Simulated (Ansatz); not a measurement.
Calculated with Ansatz (gas phase, PBE0-D4/def2-TZVP geometries, no zero-point term in ΔE). CCSD(T)/CBS adds triple-zeta CCSD(T) − MP2 to the extrapolated MP2 energy (def2 sets, frozen cores). This one scheme is used for every species. Functionals use def2-TZVPP. For Ge outer-core shells are correlated without core-valence functions, which leaves a few kJ/mol of doubt a bond. Scalar relativity is left out up to krypton. One conformer a species, not always the lowest.

Consider the hydrogenolysis of a Ge–O bond: `[OH][Ge]([OH])([OH])[Cl]` + H₂ → `[OH][GeH]([OH])[Cl]` + H₂O.

`[OH][Ge]([OH])([OH])[Cl]`:

```xyz
8

O     0.179   -1.715    0.188
Ge   -0.022    0.013    0.033
O     1.550    0.774    0.025
O    -0.834    0.359   -1.474
Cl   -1.182    0.763    1.677
H    -0.654   -2.186    0.267
H     2.008    0.703    0.867
H    -1.046    1.290   -1.583
```

H₂:

Cartesian coordinates in Å:
```
H 0.160 0.305 -0.144
H -0.160 -0.305 0.144
```

`[OH][GeH]([OH])[Cl]`:

Z-matrix (Å, degrees):
```
Ge
O 1 1.752
Cl 1 2.153 2 111.1
O 1 1.762 2 107.9 3 -115.9
H 1 1.523 2 107.5 3 120.2
H 2 0.961 1 112.7 3 72.2
H 4 0.961 1 112.5 2 135.0
```

H₂O:

Z-matrix (Å, degrees):
```
O
H 1 0.960
H 1 0.960 2 105.1
```

CCSD(T)/CBS gives +18.5 kJ/mol.

Problem. Another level gave +21.5 kJ/mol. Which?
A. r2SCAN-D4/def2-TZVPP
B. ωB97X-V/def2-TZVPP
C. PBE/def2-TZVPP
D. PBE-D4/def2-TZVPP

Solution. B. ωB97X-V 21.5, PBE-D4 17.0, r2SCAN-D4 25.8, PBE 13.0 kJ/mol.

Largest T1 diagnostic among the species: 0.011.

The D4 term adds +6.5 kJ/mol with B3LYP and +3.5 kJ/mol with PBE0; it sums over pairs of atoms, weighted by their polarisabilities, and B3LYP, whose exchange is more repulsive, gets the larger term. In def2-TZVPP, CCSD(T) changes the Hartree–Fock value by +8.9 kJ/mol (the triples alone add +3.5 kJ/mol) and MP2 by +13.1 kJ/mol.

B3LYP here is the variant with VWN-RPA as its local correlation; programs differ in this.
